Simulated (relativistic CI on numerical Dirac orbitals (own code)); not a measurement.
**Crystal-field levels of Tc2+, 4d5**

Calculated by Dirac-Coulomb-Breit CI, KLI orbitals optimised for each configuration, QED by a radiative potential, valence Slater integrals scaled by 0.9, one configuration in a parametric crystal field (own radial code). With so little scaling, terms lie 10 to 35 % too far apart, which can change the order of excited levels.

Field parameters in Wybourne normalisation: Oh B⁴₀ = 21Dq, B⁴₄ = √(5/14) B⁴₀. The field is a parameter set, without covalency.

S is read from ⟨S²⟩ = S(S + 1).

Site symmetry Oh; labels are those of the double group. Computed levels in cm⁻¹ above the lowest, in rising order:

| Δ (size of 10Dq) | Lowest | No. 2 | No. 3 | No. 4 | No. 5 | No. 6 | No. 7 | No. 8 |
| --- | --- | --- | --- | --- | --- | --- | --- | --- |
| 4700 | Γ7 | 0 Γ8 | 18331 Γ7 | 18487 Γ8 | 18603 Γ8 | 18761 Γ6 | 20484 Γ7 | 20687 Γ8 |
| 8500 | Γ7 | 0 Γ8 | 14626 Γ7 | 14951 Γ8 | 15153 Γ8 | 15334 Γ6 | 18244 Γ7 | 18545 Γ8 |
| 12250 | Γ7 | 1 Γ8 | 10100 Γ7 | 11114 Γ8 | 11608 Γ8 | 11809 Γ6 | 12761 Γ7 | 13078 Γ8 |
| 16000 | Γ7 | 6 Γ8 | 3837 Γ7 | 5368 Γ8 | 8038 Γ8 | 8250 Γ6 | 8308 Γ8 | 8461 Γ7 |
| 19800 | Γ7 | 1514 Γ8 | 3201 Γ8 | 3216 Γ7 | 7672 Γ8 | 7845 Γ8 | 7854 Γ6 | 7987 Γ7 |
| 23550 | Γ7 | 1482 Γ8 | 9666 Γ8 | 9732 Γ7 | 11189 Γ8 | 11354 Γ6 | 11961 Γ8 | 12045 Γ7 |
| 27350 | Γ7 | 1457 Γ8 | 14213 Γ8 | 14331 Γ7 | 14806 Γ8 | 14975 Γ6 | 18362 Γ8 | 18377 Γ7 |
| 31100 | Γ7 | 1437 Γ8 | 17967 Γ8 | 18079 Γ7 | 18412 Γ8 | 18586 Γ6 | 23643 Γ6 | 23670 Γ8 |
| 34850 | Γ7 | 1422 Γ8 | 21646 Γ8 | 21750 Γ7 | 22043 Γ8 | 22221 Γ6 | 27312 Γ6 | 27340 Γ8 |
| 38650 | Γ7 | 1408 Γ8 | 25367 Γ8 | 25463 Γ7 | 25742 Γ8 | 25923 Γ6 | 31039 Γ6 | 31068 Γ8 |
| 42400 | Γ7 | 1396 Γ8 | 29042 Γ8 | 29133 Γ7 | 29406 Γ8 | 29591 Γ6 | 34725 Γ6 | 34754 Γ8 |

Ground-state S against |10Dq| in cm⁻¹: 4700: 2.50, 8500: 2.49, 12250: 2.49, 16000: 2.48, 19800: 0.57, 23550: 0.53, 27350: 0.51, 31100: 0.51, 34850: 0.51, 38650: 0.50, 42400: 0.50.

The spin changes between |10Dq| = 16000 and 19800 cm⁻¹.
